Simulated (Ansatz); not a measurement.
Ansatz results at the PBE0-D4/def2-TZVP geometry: LUMO energy (B3LYP/def2-TZVPP) 0.60 eV; LUMO energy (PBE0/def2-TZVPP) 0.98 eV; HOMO–LUMO gap (PBE/def2-TZVPP) 5.93 eV.

Each molecule was computed in one conformer, which needn't be the lowest.

(1) Which molecule gave them?
A. `[SiH3]/N=C\[SeH]`
B. `BBC=N`
C. `NCOCO`
D. `COC(N)O`

Results:

(1) C. The others give `COC(N)O`: 0.85, 1.24, 6.49; `BBC=N`: -2.30, -2.09, 2.95; `[SiH3]/N=C\[SeH]`: -1.20, -1.00, 3.93.

B3LYP here is the variant with VWN-RPA as its local correlation; programs differ in this.
